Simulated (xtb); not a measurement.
I$_{4}$Ti, singlet, geometry from GFN2-xTB (such geometries of metal compounds can be far from the true shape). Base run: GFN0-xTB (xtb 6.7.1).

Here is a job for xtb.
```
$ xtb mol.xyz --gfn 0 --json

# file mol.xyz
5

Ti    -0.00000000     0.00000000    -0.00000000
I      2.09524070    -0.59546698    -1.49603154
I      0.78783176     0.44202976     2.48327520
I     -1.17364265     2.16819622    -0.95090116
I     -1.70942982    -2.01475900    -0.03634250
```

The base run was repeated with changes; each row names its change, and settings that it needs were set with it.

| change | ΔE vs base (mEh) | HOMO-LUMO gap (eV) |
|---|---|---|
| base | 0.000 | 3.42 |
| etemp = 3000 | -0.196 | 3.42 |
| acc = 1000 | 0.000 | 3.42 |
